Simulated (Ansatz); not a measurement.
One change: `B[Si](O)([SiH3])Cl` becomes `B[Si](O)(F)Cl`.

Ansatz, PBE0-D4/def2-TZVP geometries, multiplicity 1. Each molecule was computed in one conformer, which needn't be the lowest.

```json
{"property": "LUMO energy (ωB97M-V/def2-TZVPP) / eV", "`B[Si](O)([SiH3])Cl`": "0.70"}
{"property": "HOMO energy (ωB97M-V/def2-TZVPP) / eV", "`B[Si](O)([SiH3])Cl`": "-9.69"}
{"property": "size of the dipole moment (PBE/def2-TZVPP) / D", "`B[Si](O)([SiH3])Cl`": "2.51"}
{"property": "HOMO–LUMO gap (ωB97M-V/def2-TZVPP) / eV", "`B[Si](O)([SiH3])Cl`": "10.39"}
{"property": "HOMO energy (B3LYP/def2-TZVPP) / eV", "`B[Si](O)([SiH3])Cl`": "-7.46"}
{"property": "HOMO energy (PBE0/def2-TZVPP) / eV", "`B[Si](O)([SiH3])Cl`": "-7.65"}
```

Question: What does the change do to each property? (An estimate is asked.)

Answer: The calculation gave: 
```tsv
property	`B[Si](O)(F)Cl`	shift
LUMO energy (ωB97M-V/def2-TZVPP) / eV	-0.83	-1.53
HOMO energy (ωB97M-V/def2-TZVPP) / eV	-11.00	-1.31
size of the dipole moment (PBE/def2-TZVPP) / D	1.00	-1.51
HOMO–LUMO gap (ωB97M-V/def2-TZVPP) / eV	10.17	-0.22
HOMO energy (B3LYP/def2-TZVPP) / eV	-8.63	-1.17
HOMO energy (PBE0/def2-TZVPP) / eV	-8.84	-1.19
```

With PBE0 the HOMO falls by 1.19 eV and the LUMO falls by 1.70 eV, so the gap narrows by about 0.51 eV. PBE moves the HOMO by -1.02 eV and ωB97M-V by -1.31 eV. Dipoles are sizes alone; their direction can turn.

B3LYP here is the variant with VWN-RPA as its local correlation; programs differ in this.
